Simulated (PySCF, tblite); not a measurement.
Species: C₃H₁₁B₃F₂Si.
SMILES with atom numbers: `[BH2:1][CH2:2][B:3]([B:4]([F:5])[F:6])[SiH:7]([CH3:8])[CH3:9]` (hydrogens: H10, H11 on B1; H12, H13 on C2; H14 on Si7; H15, H16, H17 on C8; H18, H19, H20 on C9)

Jobs on this species (20 atoms, 76 electrons) with PySCF (density fitting) and tblite. Hardware of each: one thread, Arm Neoverse N1 (aarch64) (shared host). Times come from a shared host and carry two figures at best.

```json
{"level and settings": "GFN2-xTB", "work": "Hessian by finite differences", "basis functions": "–", "SCF cycles": "–", "wall time": "?"}
{"level and settings": "GFN2-xTB", "work": "L-BFGS relaxation", "basis functions": "–", "SCF cycles": "–", "wall time": "2.2 s"}
{"level and settings": "PBE0/pcSseg-1", "work": "shieldings, charges and field gradients, density and orbital grids written", "basis functions": "215", "SCF cycles": "14", "wall time": "1.7 min"}
```

Problem. Fill in the missing figures.

Solution. 
- GFN2-xTB; Hessian by finite differences: 1.5 s

Problem. What do all jobs in the table cost together?

Solution. About 1.8 min; the longest takes about 96 % of that, and about 68 times as long as the shortest.
